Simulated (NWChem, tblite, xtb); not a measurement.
## CH4S2Si (SMILES CS[Si]S): methods side by side

CH4S2Si: 8 atoms, total charge 0, spin state singlet. SMILES: `CS[Si]S`. The shape is that of a PBE0-D4/def2-TZVP optimisation. This is a higher conformer, about 8 kJ/mol above the lowest found by a separate search.

| atom | x (Å) | y (Å) | z (Å) |
| --- | --- | --- | --- |
| C | -0.0718 | 1.0512 | -0.2912 |
| S | 0.1629 | 0.6256 | 1.4503 |
| Si | 0.2990 | -1.4708 | 1.7911 |
| S | 0.1040 | -2.3977 | -0.1361 |
| H | -0.1298 | 2.1382 | -0.3445 |
| H | -1.0021 | 0.6300 | -0.6724 |
| H | 0.7734 | 0.7140 | -0.8913 |
| H | -0.0433 | -1.3474 | -0.9616 |

Quantity: the dipole moment, in D. The values are calculated.

```json
{"level": "GFN2-xTB", "kind": "semi-empirical", "program": "xtb", "value (D)": "1.61", "CPU time": "under 2 s"}
{"level": "GFN1-xTB", "kind": "semi-empirical", "program": "tblite", "value (D)": "0.72", "CPU time": "under 2 s"}
{"level": "IPEA1-xTB", "kind": "semi-empirical", "program": "tblite", "value (D)": "0.87", "CPU time": "under 2 s"}
{"level": "GFN0-xTB", "kind": "semi-empirical", "program": "xtb", "value (D)": "1.75", "CPU time": "under 2 s"}
{"level": "HF/STO-3G", "kind": "Hartree–Fock", "program": "NWChem", "value (D)": "0.66", "CPU time": "2.4 s"}
{"level": "HF/3-21G", "kind": "Hartree–Fock", "program": "NWChem", "value (D)": "2.53", "CPU time": "2.3 s"}
{"level": "B3LYP/6-31G* (spherical functions)", "kind": "global hybrid", "program": "NWChem", "value (D)": "2.70", "CPU time": "20 s"}
{"level": "B3LYP/6-31G* (Cartesian functions)", "kind": "global hybrid", "program": "NWChem", "value (D)": "2.70", "CPU time": "21 s"}
{"level": "wB97X/6-31+G* (spherical functions)", "kind": "range-separated hybrid", "program": "NWChem", "value (D)": "2.66", "CPU time": "61 s"}
```

The values span 0.66 to 2.70 D. Magnitudes only: a small dipole may point the other way at some levels. Sets without polarisation functions give poor dipoles. Times are those of the runs behind each value, whatever else they computed, on shared processors of several kinds: orders of magnitude only.
